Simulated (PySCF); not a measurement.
CH3AlClIO. Atoms are numbered in the order given.

```xyz
8

Al     0.0867     1.0014     0.0000
Cl     1.8836     2.0661     0.0000
I      0.0656    -1.4653     0.0000
O     -1.3535     1.8674     0.0000
C     -2.7361     1.6379     0.0000
H     -3.1972     2.0966     0.8918
H     -3.1972     2.0966    -0.8918
H     -2.9866     0.5609     0.0000
```

Geometry: B3LYP-D3(BJ)/def2-SVP. The structure was generated by enumeration; whether it is a known compound was not checked. The def2 effective core potentials stand for the cores of I; spin–orbit coupling is left out. The values are those of a single conformer.

All values below come from r2SCAN/def2-TZVP (PySCF).

Symmetry labels are those of the subgroup Cs that the program uses (full group Cs).

Computed valence orbital energies around the gap with their symmetry:
```tsv
orbital	symmetry	energy (eV)
HOMO−7	A'	-10.52
HOMO−6	A'	-9.13
HOMO−5	A"	-8.71
HOMO−4	A'	-8.40
HOMO−3	A"	-7.55
HOMO−2	A'	-7.53
HOMO−1	A"	-7.24
HOMO	A'	-7.14
LUMO	A'	-1.65
LUMO+1	A"	-1.24
LUMO+2	A'	0.75
LUMO+3	A'	1.36
```
